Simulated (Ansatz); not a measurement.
Computed with Ansatz on PBE0-D4/def2-TZVP structures; ΔE is electronic, products minus reactants. CCSD(T)/CBS adds triple-zeta CCSD(T) − MP2 to the extrapolated MP2 energy (def2 sets, frozen cores). DFT in def2-TZVPP. B3LYP here is the variant with VWN-RPA as its local correlation; programs differ in this. Elements past krypton have def2 core potentials. For Cd outer-core shells are correlated without core-valence functions, which leaves a few kJ/mol of doubt a bond. One conformer a species, not always the lowest.

Consider the substitution at a C–O bond: `C[O][Al]([OH])[SiH3]` + `[SH][Cd][Cl]` → `C[S][Cd][Cl]` + `[OH][Al]([OH])[SiH3]`.

**Question.** Is it downhill or uphill in electronic energy at CCSD(T)/CBS, and by how much? (An estimate is asked.)

**Answer.** Computed: Downhill: ΔE = -8.4 kcal/mol.

**Question.** What do these levels give: ωB97X-V, r2SCAN, B3LYP, CAM-B3LYP, LC-ωPBE, MP2/def2-QZVPP? (An estimate is asked.)

**Answer.** Computed: ωB97X-V -6.7, r2SCAN -7.8, B3LYP -6.8, CAM-B3LYP -6.1, LC-ωPBE -7.2, MP2/def2-QZVPP -9.9 kcal/mol.

Largest T1 diagnostic among the species: 0.013.

From BLYP to BHLYP (50 % exact exchange), in def2-TZVPP and without D4, ΔE moves by +1.2 kcal/mol. In def2-TZVPP, CCSD(T) changes the Hartree–Fock value by −3.0 kcal/mol (the triples alone add −0.5 kcal/mol) and MP2 by −5.0 kcal/mol.
